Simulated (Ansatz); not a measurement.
Species: H2BrSi, SMILES `[SiH2]Br` (charge 0, multiplicity 2).

Q: Give a relaxed geometry from B3LYP-D3(BJ)/def2-TZVP in Ansatz (a quantum-chemistry and plane-wave program).

A: the end point of this relaxation (outside a Z-matrix the atoms follow the SMILES, hydrogens last).
Cartesian coordinates (Å) in one orientation:
```xyz
4

Si    -0.236     0.009     0.416
Br     1.938    -0.074    -0.097
H     -0.804     1.254    -0.158
H     -0.898    -1.189    -0.161
```
